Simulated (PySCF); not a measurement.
In(H)(Br)(Et) (C₂H₆BrIn), SMILES [InH]([CH2]C)[Br].

Geometry: PBE0-D3(BJ)/def2-SVP. The structure was generated by enumeration; whether it is a known compound was not checked. The def2 effective core potentials stand for the cores of In; spin–orbit coupling is left out. The values are those of a single conformer.

These are PySCF with TDDFT-PBE/def2-SVPD values and carry that method's errors.

Vertical excitations. 

```json
[
 {"state": "S1", "energy (eV)": "3.91", "λ (nm)": "317", "f": "0.000", "main pairs": "HOMO→LUMO 100 %"},
 {"state": "S2", "energy (eV)": "4.65", "λ (nm)": "267", "f": "0.029", "main pairs": "HOMO−1→LUMO 95 %"},
 {"state": "S3", "energy (eV)": "4.66", "λ (nm)": "266", "f": "0.000", "main pairs": "HOMO−2→LUMO 99 %"},
 {"state": "S4", "energy (eV)": "4.98", "λ (nm)": "249", "f": "0.058", "main pairs": "HOMO→LUMO+1 85 %"},
 {"state": "S5", "energy (eV)": "5.24", "λ (nm)": "236", "f": "0.010", "main pairs": "HOMO−3→LUMO 91 %"},
 {"state": "S6", "energy (eV)": "5.25", "λ (nm)": "236", "f": "0.015", "main pairs": "HOMO−1→LUMO+1 91 %"},
 {"state": "S7", "energy (eV)": "5.66", "λ (nm)": "219", "f": "0.015", "main pairs": "HOMO→LUMO+2 94 %"},
 {"state": "S8", "energy (eV)": "5.86", "λ (nm)": "212", "f": "0.175", "main pairs": "HOMO−2→LUMO+1 69 %"},
 {"state": "S9", "energy (eV)": "6.15", "λ (nm)": "202", "f": "0.000", "main pairs": "HOMO−1→LUMO+2 99 %"},
 {"state": "S10", "energy (eV)": "6.22", "λ (nm)": "199", "f": "0.011", "main pairs": "HOMO→LUMO+3 74 %"},
 {"state": "T1", "energy (eV)": "3.77", "λ (nm)": "329", "f": "0", "main pairs": "HOMO→LUMO 99 %"},
 {"state": "T2", "energy (eV)": "4.18", "λ (nm)": "297", "f": "0", "main pairs": "HOMO−1→LUMO 100 %"},
 {"state": "T3", "energy (eV)": "4.37", "λ (nm)": "283", "f": "0", "main pairs": "HOMO→LUMO+1 95 %"},
 {"state": "T4", "energy (eV)": "4.44", "λ (nm)": "279", "f": "0", "main pairs": "HOMO−2→LUMO 99 %"}
]
```
Triplets are in the Tamm–Dancoff approximation, which puts them higher than full response would, so one can lie above its singlet here.
